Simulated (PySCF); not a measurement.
Mayer bond orders and bond lengths

Compound: C₆H₉NO.
SMILES with atom numbers: `[CH3:1][N:2]([CH3:3])[c:4]1[cH:5][cH:6][o:7][cH:8]1` (hydrogens: H9, H10, H11 on C1; H12, H13, H14 on C3; H15 on C5; H16 on C6; H17 on C8)

Geometry (PBE0-D3(BJ)/def2-SVP, Å), atoms numbered from 1 in this order:
```
atom  x, y, z in Å
C1    -1.6251    1.4448    0.6680
N2    -1.0481    0.1379    0.4964
C3    -1.8170   -0.8057   -0.2657
C4     0.3254    0.0560    0.3523
C5     1.3089    0.9586    0.8908
C6     2.5205    0.4503    0.5300
O7     2.3765   -0.6743   -0.1813
C8     1.0451   -0.9146   -0.3058
H9    -1.5601    2.0812   -0.2397
H10   -2.6866    1.3415    0.9370
H11   -1.1325    1.9803    1.4923
H12   -1.7404   -0.6503   -1.3633
H13   -1.4788   -1.8312   -0.0475
H14   -2.8767   -0.7372    0.0190
H15    1.1383    1.8606    1.4724
H16    3.5396    0.7842    0.7099
H17    0.7660   -1.7972   -0.8713
```

Bond orders from the PBE0/pcSseg-1 density (PySCF). Isolated species at its PBE0-D3(BJ)/def2-SVP geometry, gas phase.

(1) Where do the orders between heavy atoms depart from those drawn in the SMILES?

(2) Give the Mayer order of every bond, beside its length.

Answers

(1) The largest departure is 0.479, at O7–C8 (drawn aromatic, 1.021), counting aromatic bonds as 1.5. The bonds drawn aromatic range from 1.02 to 1.60.

(2) 
| bond | drawn as | length (Å) | Mayer order |
| --- | --- | --- | --- |
| C1–N2 | single | 1.439 | 0.986 |
| N2–C3 | single | 1.436 | 0.996 |
| N2–C4 | single | 1.383 | 0.980 |
| C4–C5 | aromatic | 1.439 | 1.248 |
| C5–C6 | aromatic | 1.363 | 1.603 |
| C6–O7 | aromatic | 1.338 | 1.104 |
| O7–C8 | aromatic | 1.359 | 1.021 |
| C8–C4 | aromatic | 1.376 | 1.523 |
| C1–H9 | single | 1.110 | 0.951 |
| C1–H10 | single | 1.100 | 0.965 |
| C1–H11 | single | 1.099 | 0.960 |
| C3–H12 | single | 1.111 | 0.947 |
| C3–H13 | single | 1.102 | 0.956 |
| C3–H14 | single | 1.099 | 0.964 |
| C5–H15 | single | 1.087 | 0.970 |
| C6–H16 | single | 1.087 | 0.979 |
| C8–H17 | single | 1.085 | 0.984 |

By pair of heavy elements: C–N: all 3 within 0.02 of one another (0.980 to 0.996). C–C: lowest C4–C5 (1.248, 1.439 Å), highest C5–C6 (1.603, 1.363 Å). C–O: lowest O7–C8 (1.021, 1.359 Å), highest C6–O7 (1.104, 1.338 Å).

Q: Sum the orders of all bonds at each heavy atom with more than one neighbour and set the sums beside the valence in the SMILES.

A: C1 3.862 (drawn 4), N2 2.962 (drawn 3), C3 3.863 (drawn 4), C4 3.751 (drawn 4), C5 3.821 (drawn 4), C6 3.686 (drawn 4), O7 2.125 (drawn 2), C8 3.528 (drawn 4). Orders between atoms that aren't bonded are not in these sums.

For a closed shell the Mayer order of atoms A and B is Σ (PS)μν (PS)νμ over the basis functions μ on A and ν on B, with P the density and S the overlap matrix.

These values come from a run that also computed NMR shieldings. On an Arm Neoverse V2 with one thread, on a shared host, this took 22 s of wall time.
